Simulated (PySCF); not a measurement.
An excited-state job on `Cc1ccs[c]1[GaH][Cl]`.

Method: TDDFT wB97X-D/def2-SVPD, vertical, gas phase, core orbitals frozen in the response (PySCF 2.14.0, density-fitted response routines). Geometry: GFN2-xTB. The command runs a driver script over a list of jobs; the input below is this job's line of settings and its coordinates in Å.

Command:
```bash
OMP_NUM_THREADS=1 python probes_run.py task.json out
```

Input:
```
{"job": {"kind": "uv", "xc": "wB97X-D", "basis": "def2-SVPD", "nstates": 8, "ntriplets": 3}, "charge": 0, "multiplicity": 1}
C      0.194903    -1.768455    -0.232028
C     -0.387376    -0.400089    -0.086918
C     -1.772709    -0.114255    -0.163766
C     -2.052118     1.203219     0.004743
S     -0.636565     2.137123     0.263582
C      0.369339     0.720555     0.142071
Ga     2.330010     1.011485     0.327479
Cl     3.109638     2.911993     0.629382
H     -0.097119    -2.206509    -1.185695
H     -0.167452    -2.419564     0.563099
H      1.284295    -1.714727    -0.180026
H     -2.521151    -0.867059    -0.340629
H     -3.008533     1.687130    -0.008513
H      3.354161    -0.181318     0.245054
```

Q: Estimate the output.

A: 
```
coarse grid: 60784 points
cycle   1  E = -2976.7210584989  dE =  8.916e-01  |g| = 5.594e-01  |ddm| = 7.976e+00
cycle   2  E = -2976.7411231571  dE = -2.006e-02  |g| = 5.828e-01  |ddm| = 2.918e+00
cycle   3  E = -2976.7867887170  dE = -4.567e-02  |g| = 4.877e-02  |ddm| = 1.669e+00
cycle   4  E = -2976.7873050983  dE = -5.164e-04  |g| = 2.240e-02  |ddm| = 2.475e-01
cycle   5  E = -2976.7874489182  dE = -1.438e-04  |g| = 6.508e-03  |ddm| = 9.169e-02
cycle   6  E = -2976.7874609964  dE = -1.208e-05  |g| = 2.792e-03  |ddm| = 2.974e-02
cycle   7  E = -2976.7874632934  dE = -2.297e-06  |g| = 4.821e-04  |ddm| = 1.063e-02
final grid: 125056 points
cycle   8  E = -2976.7872805317  dE = -2.143e-06  |g| = 1.118e-03  |ddm| = 2.705e-02
cycle   9  E = -2976.7872806872  dE = -1.555e-07  |g| = 8.504e-04  |ddm| = 4.919e-03
cycle  10  E = -2976.7872808672  dE = -1.799e-07  |g| = 1.513e-04  |ddm| = 1.964e-03
cycle  11  E = -2976.7872808741  dE = -6.907e-09  |g| = 5.954e-05  |ddm| = 5.990e-04
cycle  12  E = -2976.7872808758  dE = -1.743e-09  |g| = 2.436e-05  |ddm| = 2.354e-04
cycle  13  E = -2976.7872808761  dE = -2.356e-10  |g| = 7.445e-06  |ddm| = 9.948e-05
converged SCF energy = -2976.7872808761

Static polarisability (au): isotropic 116.405, principal 75.348 126.778 147.090

Singlet excitations
state   eV       nm        f      main configurations
  1   4.8579    255.2   0.18699   H->L 0.95
  2   5.1080    242.7   0.06494   H-1->L 0.89
  3   5.4155    228.9   0.00231   H-2->L 0.95
  4   6.2529    198.3   0.04147   H->L+2 0.87
  5   6.3276    195.9   0.00234   H->L+1 0.37, H->L+4 0.30
  6   6.4860    191.2   0.00029   H->L+1 0.33, H-1->L+4 0.22, H-1->L+1 0.10
  7   6.6103    187.6   0.08835   H-1->L+2 0.81
  8   6.6500    186.4   0.00326   H->L+4 0.31, H-1->L+4 0.23

Triplet excitations (Tamm-Dancoff, eV): 3.6048 4.1766 5.1620
```

The SCF starts on a coarse grid where the log names one; the energy can jump when the final grid takes over, and dE then counts from the start density on the new grid. H and L stand for HOMO and LUMO; the number after each pair is its weight.

Q: Which computed singlet has the largest oscillator strength, and what do all of them sum to?

A: State 1 at 4.86 eV (255 nm), f = 0.187; the 8 states sum to 0.390.

Q: Give S1 in cm⁻¹ and kJ/mol.

A: 4.8579 eV × 8065.54 = 39182 cm⁻¹; × 96.485 = 468.7 kJ/mol.

Summary of the converged run: HOMO -8.80 eV, LUMO -0.12 eV; lowest singlet 4.86 eV; lowest triplet 3.60 eV (Tamm–Dancoff); mean polarisability 116.4 au.

 The wB97X-D/def2-SVPD calculation is non-relativistic and has no spin–orbit coupling, an omission that weighs most on gallium.

Hardware: an AMD EPYC 9B45 with one thread, on a shared host. Cost: 39 s of wall time (grids of density and orbitals included), 1.1 GiB resident at most.

One conformer stands for the species.
Labels such as C1 count atoms from 1, the log's own numbers from 0.

The pairwise dispersion term of wB97X-D wasn't added to the energies; at a given geometry it leaves orbitals and properties as they are.
